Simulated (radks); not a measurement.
The mean radii <r> (bohr) of the occupied orbitals of an atom or ion are listed with their occupations. Method: scalar-relativistic Kohn-Sham, exchange-only LDA, spin-polarised, spherical densities, finite nucleus; Fermi nuclear charge, rms radius of each element as measured or else 0.836 A^(1/3) + 0.57 fm; computed with a radial shooting solver on a logarithmic mesh with Libxc functionals.

orbital  occ.      <r>
1s up       1  0.01633
1s down     1  0.01633
2s up       1  0.06880
2s down     1  0.06880
2p up       3  0.06236
2p down     3  0.06236
3s up       1   0.1777
3s down     1   0.1777
3p up       3   0.1794
3p down     3   0.1794
3d up       5   0.1625
3d down     5   0.1625
4s up       1   0.3920
4s down     1   0.3920
4p up       3   0.4179
4p down     3   0.4179
4d up       5   0.4401
4d down     5   0.4400
5s up       1   0.8735
5s down     1   0.8718
4f up       7   0.4677
4f down     7   0.4670
5p up       3   0.9978
5p down     3   0.9958
5d up       5    1.310
5d down     3    1.307
6s up       1    2.195
6s down     1    2.178
6p up       1    2.861
6d up       2    6.015

Name the element and its charge. Open shells, if any, are filled with parallel spins first.

Answer. Z = 81, thallium, charge 0: Tl in [Xe] 4f14 5d8 6s2 6p1 6d2. The 1s radius gives Z: for a bare nucleus <r> = (2 gamma + 1)/(2Z) with gamma = sqrt(1 - (Z/c)^2), 0.01613 bohr for Z = 81, and screening makes it slightly larger (0.01633 here). The occupations add up to 81, and the charge is Z minus that.
